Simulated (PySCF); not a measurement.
**How many f electrons in PmO?**

Unrestricted PBE0; Pm x2c-SVPall, O x2c-SVPall; spin-free X2C with a Gaussian nucleus (PySCF 2.14). The search starts from ions with several 4f fillings and holds each by maximum overlap.

The lowest solution of each spin and filling, followed along the bond (rough minima from three points):

```csv
2Ms+1,4f population,⟨S²⟩ at the start,R at minimum (Å),Te (eV)
6,4.46,8.79,1.78,0.00
6,4.52,8.80,1.78,0.10
4,4.29,4.79,1.78,0.26
4,4.55,4.76,1.81,1.97
```

Solutions at the starting distance of 1.969 Å, counted from the lowest; the search is not exhaustive:

| 2Ms+1 | 4f population | E (eV) | ⟨S²⟩ | ⟨Lz²⟩ | μ (D) |
| --- | --- | --- | --- | --- | --- |
| 6 | 4.46 | 0.00 | 8.79 | 10.4 | -5.16 |
| 6 | 4.52 | 0.08 | 8.80 | 10.9 | -5.20 |
| 6 | 4.28 | 0.16 | 8.81 | 9.0 | -4.74 |
| 4 | 4.29 | 0.33 | 4.79 | 9.0 | -4.69 |
| 4 | 4.29 | 0.37 | 4.80 | 11.5 | -4.73 |
| 6 | 4.99 | 0.44 | 8.77 | 9.0 | -7.60 |
| 6 | 4.92 | 0.52 | 8.77 | 10.2 | -7.17 |
| 6 | 4.20 | 1.23 | 8.78 | 15.5 | -7.57 |
| 6 | 4.22 | 1.33 | 8.79 | 13.0 | -7.50 |
| 4 | 4.24 | 1.68 | 4.74 | 13.0 | -7.39 |
| 4 | 4.55 | 1.82 | 4.76 | 10.0 | -5.33 |
| 4 | 4.54 | 1.82 | 4.76 | 10.0 | -5.30 |
| 8 | 5.04 | 2.06 | 15.75 | 9.0 | -2.43 |
| 8 | 5.01 | 2.17 | 15.75 | 10.0 | -2.42 |

Partly filled real f orbitals mix terms, so no term symbols are given. A population far from a whole number shows f orbitals mixing with d and ligand orbitals, not a clean configuration. A positive dipole means Pm(−)O(+).

Spin–orbit coupling is left out. Counting both spins, an empty level lies below a filled one in some of these solutions, because spin and occupation are held. The state is the lowest single determinant that the PBE0 search found; with open d or f shells the true ground state can be another one.
